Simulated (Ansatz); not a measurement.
Relaxation of C3H9NOSi (15 atoms, charge 0, multiplicity 1), to a largest force component of 0.02 eV/Å in at most 50 steps.

All numbers below come from Ansatz 0.2.0, RKS PBE0-D4/STO-3G.

```xyz
15
Properties=species:S:1:pos:R:3
C 0.482 -2.201 1.209
C 0.611 -0.729 0.795
C -0.088 -0.023 -0.153
O -0.997 -0.557 -0.916
Si 0.335 1.787 -0.503
N -0.928 2.411 -1.466
H 1.393 -2.702 1.034
H -0.321 -2.654 0.646
H 0.199 -2.193 2.306
H 1.403 -0.222 1.386
H -1.201 -1.503 -0.663
H 1.618 1.929 -1.222
H 0.295 2.599 0.756
H -1.030 1.765 -2.234
H -1.794 2.240 -0.944
```

Q: Where does it end, and by what steps?

A: The run converged. The force dipped under the threshold on the way, but the program's further checks kept it going. Limits of this set-up: minimal basis. After 20 steps the energy has fallen by 0.837 eV; H11 moved furthest, 0.83 Å.

```tsv
step	energy less start (eV)	largest force component (eV/Å)	accepted
0	0.0000	5.314	yes
1	-0.7405	1.363	yes
2	-0.8036	0.285	yes
3	-0.8101	0.144	yes
4	-0.8080	0.131	no
5	-0.8122	0.015	yes
6	-0.8127	0.032	yes
7	-0.8144	0.133	yes
8	-0.8155	0.187	yes
9	-0.8174	0.175	yes
10	-0.8196	0.201	yes
11	-0.8217	0.164	yes
12	-0.8263	0.114	yes
13	-0.8296	0.124	yes
14	-0.8312	0.143	yes
15	-0.8331	0.117	yes
16	-0.8347	0.064	yes
17	-0.8360	0.050	yes
18	-0.8364	0.052	yes
19	-0.8367	0.026	yes
20	-0.8368	0.013	yes
```

```xyz
15
Properties=species:S:1:pos:R:3
C 0.310 -2.098 1.330
C 0.473 -0.651 0.896
C 0.148 -0.127 -0.303
O -0.422 -0.848 -1.368
Si 0.402 1.688 -0.719
N -1.086 2.566 -1.110
H 1.282 -2.545 1.588
H -0.143 -2.726 0.549
H -0.330 -2.173 2.223
H 0.907 0.012 1.649
H -0.501 -1.798 -1.009
H 1.271 1.788 -1.869
H 1.000 2.308 0.440
H -1.551 2.110 -1.931
H -1.781 2.444 -0.337
```

Whether the end is a true minimum wasn't checked by a vibrational analysis.

Time of the run: 82 s on 1 thread of Intel(R) Xeon(R) Platinum 8488C (Sapphire Rapids), with other jobs on the host, peak memory 0.17 GiB.
